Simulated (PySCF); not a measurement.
Excitation energy of Be⁺ by level of theory

Be⁺ [He] 2s1 (2S) → Be⁺ [He] 3d1 (2D), as a difference of total energies. Calculation: PySCF 2.14, in aug-cc-pV5Z; no relativity, point nucleus. The calculations carry no spin-orbit coupling.

Question: Order these methods by the excitation energy they give, lowest first.
A. PBE
B. B97-3
C. UHF
D. PBE0

Answer: B (11.486 eV), A (11.762 eV), D (11.879 eV), C (12.110 eV).

For comparison: 12.157 eV (measured; NIST levels, between the centres of gravity of the two terms).
